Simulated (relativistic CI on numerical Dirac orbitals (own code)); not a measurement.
# Nb XXXIV: sensitivity of the levels to the model

Base calculation: Dirac-Coulomb-Breit CI, orbitals from a KLI potential per configuration, model QED, unscaled Slater integrals.

Configuration list (outside the closed core 1s2): 2s2.2p4, 2s.2p5, 2p6, 2p5.3s, 2p5.3p, 2p5.3d, 2s2.2p3.3s, 2s2.2p3.3p, 2s2.2p3.3d, 2s.2p4.3s, 2s.2p4.3p, 2s.2p4.3d, 2s2.2p3.4s, 2s2.2p3.4p, 2s2.2p3.4d, 2s2.2p3.4f, 2s.2p4.4s, 2s.2p4.4p, 2s.2p4.4d, 2s.2p4.4f, 2s2.2p2.3s2, 2s2.2p3.5s, 2s2.2p2.3s.3p, 2s2.2p3.5p, 2s2.2p3.5d, 2s2.2p3.5f, 2s2.2p3.5g, 2s2.2p2.3p2, 2s2.2p2.3s.3d, 2s2.2p2.3p.3d, 2s.2p3.3s2, 2s2.2p2.3d2, 2s.2p3.3s.3p, 2s.2p3.3p2, 2s.2p4.5s, 2s.2p3.3s.3d. Levels of other configurations are missing.

Variants: (1) valence Slater integrals scaled by 0.9; (2) non-relativistic limit. Shifts of the energy above 2s2.2p4 3P_2, in eV, for the lowest level and the first level of each name with at least 55 % of one term (blank where a level changes its place among those of its configuration and J or its character, or is not in the variant):

```
           Level     Base   Δ(1)     Δ(2)
    2s2.2p4 3P_2     0.00   0.00     0.00
    2s2.2p4 3P_1    95.79  +0.54   -95.79
    2s2.2p4 1D_2   109.81  -1.05   -88.43
    2s.2p5 3P°_2   279.35  +1.06  -106.91
    2s.2p5 3P°_1   312.15  -1.24  -139.71
    2s.2p5 3P°_0   380.76  +1.08  -208.32
    2s.2p5 1P°_1   411.36  -2.94  -176.88
        2p6 1S_0   622.37  -1.55  -219.25
2s2.2p3.3s 3D°_3  2527.46  -0.13   -63.43
 2s2.2p3.3p 3P_0  2529.45  -1.58   -39.18
2s2.2p3.3s 1D°_2  2531.67  -0.55   -61.46
2s2.2p3.3s 3P°_0  2547.92  -1.65   -67.84
2s2.2p3.3s 3P°_1  2549.78  -1.85   -69.70
 2s2.2p3.3p 3D_1  2596.28  -0.23   -85.43
 2s2.2p3.3p 3F_4  2609.16  -0.16   -93.83
  2s.2p4.3s 5P_3  2664.71  +3.07   -88.04
```

At this charge energies of transitions that change n are usually good to better than 1 %, and those within a shell (Δn = 0) to a few per cent.

Ionisation energy from the two ground configurations alone: base 4365.81 eV. The NIST ASD value (semi-empirical) is 4369 eV.

LS names give the leading component of a level, which can be under half, so a name can repeat, a term be missing and a line seem to break the LS rules.
